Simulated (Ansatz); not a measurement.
Cartesian coordinates in Å:
```
C -0.0715 0.3806 1.5244
C -0.3636 0.2882 0.0294
C 0.5005 1.2673 -0.7599
Zn -0.2132 -1.5343 -0.6381
O 0.0286 -3.2097 -1.1981
H -0.7249 -0.2622 2.1198
H 0.9608 0.1012 1.7554
H -0.2094 1.4092 1.8826
H -1.4147 0.5608 -0.1277
H 0.2628 1.2700 -1.8268
H 1.5661 1.0393 -0.6630
H 0.3603 2.2917 -0.3908
H -0.6818 -3.6022 -1.7071
```

Charge 0, multiplicity 1.

(1) List the B3LYP/def2-TZVPP orbital energies in eV (Ansatz). (Estimate.)

Results:

(1) The calculation gave: Occupied: -9449.63, -1148.87, -1012.26, -1012.24, -1012.16, -519.46, -276.80, -276.60, -276.60, -131.49, -87.75, -87.72, -87.58, -25.57, -21.28, -18.70, -15.84, -14.18, -13.84, -13.74, -13.70, -13.70, -12.20, -11.88, -11.46, -11.01, -10.51, -9.40, -9.31, -8.52, -7.67, -7.10. Lowest empty: -0.60, -0.18, 0.02, 1.12, 2.05, 2.23, 2.55, 2.97.

B3LYP here is the variant with VWN-RPA as its local correlation; programs differ in this.
